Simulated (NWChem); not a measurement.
Molecule: H2TeSe; SMILES [SeH][TeH]

Program: NWChem. Structure relaxed at the PBE0/def2-SVP level. Not confirmed as a minimum by frequencies. def2 effective core potentials on Te; no spin-orbit coupling. Ions are spin-unrestricted doublets at the neutral geometry; other ion states weren't tried.

For level PBE/def2-SVP:

```yaml
"−ε(HOMO) (eV)": 5.49
```

Q: What are these values for level PBE0/def2-SVP?

A: 
| Item | Value |
|---|---|
| −ε(HOMO) (eV) | 6.60 |
